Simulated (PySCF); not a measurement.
CH5N2S, SMILES NC([NH3+])=S, charge +1. Coordinates come from a B3LYP-D3(BJ)/def2-SVP optimisation. The isomer is the one that the SMILES or the coordinates give; other isomers of the formula were not compared. Other conformers were not sampled.

Computed with B3LYP-D3(BJ)/def2-SVP run with PySCF.

Harmonic wavenumbers (cm⁻¹): 145, 317, 381, 435, 518, 593, 657, 895, 987, 994, 1197, 1433, 1509, 1574, 1603, 1649, 3334, 3432, 3438, 3542, 3660. Rotational constants (GHz): 9.399, 4.880, 3.271; symmetry number 1.

Problem. Work out the zero-point energy and the ideal-gas rigid-rotor harmonic-oscillator thermochemistry at 298.15 K and 1 atm.

Solution. ZPE = ½ Σ hcν = ½ × 32291 cm⁻¹ = 193.15 kJ/mol. H − E(el) = 209.19 kJ/mol. Entropy in J/(mol K): translation 162.94, rotation 105.33, vibration 32.69, total 300.97. G − E(el) = 119.46 kJ/mol. Cp = 81.11 J/(mol K). Modes under 150 cm⁻¹ make the vibrational entropy uncertain.
